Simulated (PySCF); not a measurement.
# [Gd(NH3)3]3+ at several levels of theory

Computed with PySCF 2.14.0 (density fitting, no spin-orbit coupling) at the geometry relaxed with PBE:

```xyz
13
[Gd(NH3)3]3+ (singlet in the valence; each metal's 4f electrons, 7 of them, lie in its core potential, out of spins and levels)
Gd    0.0000    0.0000   -0.7773
N     2.3013   -0.0007    0.0141
H     2.5218   -0.6428    0.8103
H     3.0103   -0.2788   -0.7052
H     2.6693    0.9184    0.3514
N    -1.1500    1.9934    0.0141
H    -0.7042    2.5053    0.8103
H    -1.2637    2.7464   -0.7052
H    -2.1301    1.8525    0.3514
N    -1.1513   -1.9927    0.0141
H    -1.8175   -1.8625    0.8103
H    -1.7467   -2.4676   -0.7052
H    -0.5393   -2.7709    0.3514
```

| level | basis | state | HOMO (eV) | gap (eV) | charge on Gd1 (e) | population of f-type functions on Gd1 (polarisation alone where 4f lies in the core) | dipole about the centre of mass (D) | largest force component (eV/Å) |
| --- | --- | --- | --- | --- | --- | --- | --- | --- |
| PBE | Gd lcecp-1-SVP with ECP53, N def2-SVP, H def2-SVP | singlet | -22.94 | 5.64 | 1.71 | 0.03 | 2.89 | 0.01 |
| M06-L | the same | singlet | -23.26 | 6.59 | 1.94 | 0.03 | 2.56 | 0.42 |
| wB97X | the same | singlet | -26.94 | 12.91 | 1.89 | 0.03 | 2.47 | 0.43 |
| BP86 | the same | singlet | -23.03 | 5.80 | 1.73 | 0.03 | 2.88 | 0.05 |
| TPSSh | the same | singlet | -23.65 | 6.94 | 1.83 | 0.03 | 2.69 | 0.35 |
| PBE0 | Gd def2-SVP with ECP28, N def2-SVP, H def2-SVP | octet | -24.48 | 7.49 | 1.80 | 7.03 | 2.89 | 0.35 |

In the lcecp rows the 4f levels are missing from HOMO and gap, and the state counts the valence alone.

HOMO and gap are taken over both spins. Charges are Mulliken's, which hang on the basis. The relaxation used the grid (50, 194), these runs (75, 302) or, all-electron (x2c bases, spin-free X2C Hamiltonian), (99, 590).

Q: What does PBE with Gd lcecp-1-TZVP with ECP53, N def2-TZVP, H def2-TZVP give here?

A: state singlet, HOMO (eV) -22.87, gap (eV) 5.67, charge on Gd1 (e) 2.00, population of f-type functions on Gd1 (polarisation alone where 4f lies in the core) 0.03, dipole about the centre of mass (D) 2.87, largest force component (eV/Å) 0.40. Time: 35 s on 2 threads of Arm Neoverse V2, with other jobs on the host, from free ions and atoms.

In the first row's basis the gap widens with exact exchange: 5.6 to 6.6 eV for PBE, BP86, M06-L (none); 6.9 eV for TPSSh (a fixed share); 12.9 eV for wB97X (rising or full at long range).

An lcecp potential fixes the number of 4f electrons, so in runs with it no electron can move into or out of that shell.

Rows with open f shells in the valence may stand above their lowest state, and their gaps can end on f levels.
